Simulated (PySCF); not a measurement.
C₃H₁₀OSi, singlet, at a GFN2-xTB geometry; PySCF with DF-HF/pcseg-0.

The PySCF input:
```python
from pyscf import gto, scf

mol = gto.Mole()
mol.atom = '''
    Si    0.468678    0.307220    0.278917
    C     1.274614   -1.407640    0.100913
    O     1.360177    1.465914   -0.451537
    C    -1.297866    0.247680   -0.440668
    C    -2.221049   -0.721105    0.290363
    H     0.490032    0.793269    1.655862
    H     2.325438   -1.370897    0.373322
    H     0.798079   -2.139135    0.745140
    H     1.213543   -1.784416   -0.917698
    H     1.559234    1.439655   -1.383351
    H    -1.269646   -0.029270   -1.498065
    H    -1.735225    1.247237   -0.401042
    H    -2.295820   -0.455699    1.342201
    H    -3.222572   -0.705287   -0.137148
    H    -1.840174   -1.737455    0.224577
'''
mol.basis = 'pcseg-0'
mol.charge = 0
mol.spin = 0
mol.verbose = 4
mol.max_memory = 1800
mol.build()

mf = scf.RHF(mol)
mf = mf.density_fit(auxbasis='def2-universal-jkfit')
mf.kernel()
```

Task: Write the output that PySCF gives for this input, abridged.

Result: 
```
PySCF version 2.14.0

[INPUT] verbose = 4
[INPUT] num. atoms = 15
[INPUT] num. electrons = 50
[INPUT] charge = 0
[INPUT] spin (= nelec alpha-beta = 2S) = 0
[INPUT] symmetry False subgroup None
[INPUT] Mole.unit = angstrom
[INPUT] Symbol           X                Y                Z      unit          X                Y                Z       unit  Magmom
[INPUT]  1 Si     0.468678000000   0.307220000000   0.278917000000 AA    0.885673060609   0.580561659989   0.527076741485 Bohr   0.0
[INPUT]  2 C      1.274614000000  -1.407640000000   0.100913000000 AA    2.408671374536  -2.660054081983   0.190697932408 Bohr   0.0
[INPUT]  3 O      1.360177000000   1.465914000000  -0.451537000000 AA    2.570362010933   2.770175982166  -0.853281265108 Bohr   0.0
[INPUT]  4 C     -1.297866000000   0.247680000000  -0.440668000000 AA   -2.452611286385   0.468047366532  -0.832741831860 Bohr   0.0
[INPUT]  5 C     -2.221049000000  -0.721105000000   0.290363000000 AA   -4.197174319239  -1.362690957054   0.548706546707 Bohr   0.0
[INPUT]  6 H      0.490032000000   0.793269000000   1.655862000000 AA    0.926026272273   1.499061153108   3.129125680075 Bohr   0.0
[INPUT]  7 H      2.325438000000  -1.370897000000   0.373322000000 AA    4.394440939656  -2.590619874988   0.705476336275 Bohr   0.0
[INPUT]  8 H      0.798079000000  -2.139135000000   0.745140000000 AA    1.508150735767  -4.042379293471   1.408110524458 Bohr   0.0
[INPUT]  9 H      1.213543000000  -1.784416000000  -0.917698000000 AA    2.293263910383  -3.372057532292  -1.734197885061 Bohr   0.0
[INPUT] 10 H      1.559234000000   1.439655000000  -1.383351000000 AA    2.946525224110   2.720553663861  -2.614154524143 Bohr   0.0
[INPUT] 11 H     -1.269646000000  -0.029270000000  -1.498065000000 AA   -2.399283215150  -0.055312283666  -2.830932566797 Bohr   0.0
[INPUT] 12 H     -1.735225000000   1.247237000000  -0.401042000000 AA   -3.279100014498   2.356936342424  -0.757859544448 Bohr   0.0
[INPUT] 13 H     -2.295820000000  -0.455699000000   1.342201000000 AA   -4.338471031299  -0.861146305238   2.536392294117 Bohr   0.0
[INPUT] 14 H     -3.222572000000  -0.705287000000  -0.137148000000 AA   -6.089778496692  -1.332799269216  -0.259172158532 Bohr   0.0
[INPUT] 15 H     -1.840174000000  -1.737455000000   0.224577000000 AA   -3.477424881545  -3.283314103756   0.424389023876 Bohr   0.0

nuclear repulsion = 244.570649940882
number of shells = 20
number of NR pGTOs = 117
number of NR cGTOs = 69
basis = pcseg-0
ecp = {}

******** <class 'pyscf.df.df_jk.DFRHF'> ********
method = DFRHF
initial guess = minao
damping factor = 0
level_shift factor = 0
DIIS = <class 'pyscf.scf.diis.CDIIS'>
diis_start_cycle = 1
diis_space = 8
diis_damp = 0
SCF conv_tol = 1e-09
SCF conv_tol_grad = None
SCF max_cycles = 50
direct_scf = False
Set gradient conv threshold to 3.16228e-05
Initial guess from minao.
******** <class 'pyscf.df.df.DF'> ********
auxbasis = def2-universal-jkfit
init E= -482.746254236411
  HOMO = -0.291214087986357  LUMO = 0.0888203478912137  gap/eV = 10.34126
cycle= 1 E= -482.261585813108  delta_E= 0.485  |g|= 0.487  |ddm|= 3.46
  HOMO = -0.394888500009208  LUMO = 0.163580192681229  gap/eV = 15.19671
cycle= 2 E= -482.312815378029  delta_E= -0.0512  |g|= 0.251  |ddm|= 0.983
  HOMO = -0.41082392668608  LUMO = 0.174904787689839  gap/eV = 15.93849
cycle= 3 E= -482.32403450817  delta_E= -0.0112  |g|= 0.0464  |ddm|= 0.278
  HOMO = -0.409320874524214  LUMO = 0.178739887180719  gap/eV = 16.00195
cycle= 4 E= -482.324683472302  delta_E= -0.000649  |g|= 0.00437  |ddm|= 0.0918
  HOMO = -0.4104656056244  LUMO = 0.178379962195898  gap/eV = 16.02330
cycle= 5 E= -482.324692175559  delta_E= -8.7e-06  |g|= 0.00152  |ddm|= 0.0112
  HOMO = -0.410318419018026  LUMO = 0.178459246470812  gap/eV = 16.02146
cycle= 6 E= -482.324693121849  delta_E= -9.46e-07  |g|= 0.000374  |ddm|= 0.00365
  HOMO = -0.41034259684935  LUMO = 0.178458906945152  gap/eV = 16.02211
cycle= 7 E= -482.324693202277  delta_E= -8.04e-08  |g|= 0.000101  |ddm|= 0.00129
  HOMO = -0.410345833738333  LUMO = 0.178458336795967  gap/eV = 16.02218
cycle= 8 E= -482.324693209577  delta_E= -7.3e-09  |g|= 2.29e-05  |ddm|= 0.000369
  HOMO = -0.410346311808435  LUMO = 0.178457654373396  gap/eV = 16.02217
cycle= 9 E= -482.324693209875  delta_E= -2.98e-10  |g|= 6.9e-06  |ddm|= 5.57e-05
  HOMO = -0.41034491725815  LUMO = 0.178457791130535  gap/eV = 16.02214
Extra cycle  E= -482.32469320989  delta_E= -1.52e-11  |g|= 3.16e-06  |ddm|= 1.47e-05
converged SCF energy = -482.32469320989
```
